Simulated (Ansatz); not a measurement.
`N[Si](F)(F)Cl` + HI → `F[Si](F)(Cl)I` + NH₃  (ligand exchange at the Si–N bond)

Computed with Ansatz on PBE0-D4/def2-TZVP structures; ΔE is electronic, products minus reactants. CBS: MP2 limit from def2 TZ/QZ plus the TZ coupled-cluster correction, frozen cores. This one scheme is used for every species. Functionals use def2-TZVPP. HSE06 is defined as in plane-wave codes. def2 core potentials past Kr. For I outer-core shells are correlated without core-valence functions, which leaves a few kJ/mol of doubt a bond. One conformer a species, not always the lowest.

```json
{"level": "LDA (SPW92)", "ΔE (kJ/mol)": "4.7", "difference from CCSD(T)/CBS": "6.3"}
{"level": "PBE-D4", "ΔE (kJ/mol)": "-8.7", "difference from CCSD(T)/CBS": "-7.1"}
{"level": "BLYP-D4", "ΔE (kJ/mol)": "-1.2", "difference from CCSD(T)/CBS": "0.4"}
{"level": "r2SCANh-D4", "ΔE (kJ/mol)": "1.7", "difference from CCSD(T)/CBS": "3.3"}
{"level": "HSE06-D4", "ΔE (kJ/mol)": "-4.0", "difference from CCSD(T)/CBS": "-2.4"}
{"level": "ωB97M-V", "ΔE (kJ/mol)": "3.5", "difference from CCSD(T)/CBS": "5.1"}
{"level": "B2PLYP", "ΔE (kJ/mol)": "5.1", "difference from CCSD(T)/CBS": "6.7"}
{"level": "revPBE", "ΔE (kJ/mol)": "-8.6", "difference from CCSD(T)/CBS": "-7.0"}
{"level": "r2SCAN", "ΔE (kJ/mol)": "1.0", "difference from CCSD(T)/CBS": "2.6"}
{"level": "PBE0", "ΔE (kJ/mol)": "-1.1", "difference from CCSD(T)/CBS": "0.5"}
{"level": "HSE06", "ΔE (kJ/mol)": "-1.4", "difference from CCSD(T)/CBS": "0.2"}
{"level": "MP2/def2-SVP", "ΔE (kJ/mol)": "10.8", "difference from CCSD(T)/CBS": "12.4"}
{"level": "CCSD(T)/def2-SVP", "ΔE (kJ/mol)": "14.2", "difference from CCSD(T)/CBS": "15.8"}
{"level": "MP2/def2-TZVPP", "ΔE (kJ/mol)": "-1.3", "difference from CCSD(T)/CBS": "0.3"}
{"level": "SCS-MP2/def2-TZVPP", "ΔE (kJ/mol)": "3.9", "difference from CCSD(T)/CBS": "5.5"}
{"level": "HF/CBS(def2)", "ΔE (kJ/mol)": "18.3", "difference from CCSD(T)/CBS": "19.9"}
{"level": "CCSD(T)/CBS", "ΔE (kJ/mol)": "-1.6", "difference from CCSD(T)/CBS": "0"}
```

Largest T1 diagnostic among the species: 0.010.

The D4 term adds −4.8 kJ/mol with B3LYP and −2.5 kJ/mol with PBE0; it sums over pairs of atoms, weighted by their polarisabilities, and B3LYP, whose exchange is more repulsive, gets the larger term. In def2-TZVPP, CCSD(T) changes the Hartree–Fock value by −11.2 kJ/mol (the triples alone add −3.3 kJ/mol) and MP2 by −20.1 kJ/mol. From BLYP to BHLYP (50 % exact exchange), in def2-TZVPP and without D4, ΔE moves by +9.6 kJ/mol.

B3LYP here is the variant with VWN-RPA as its local correlation; programs differ in this.
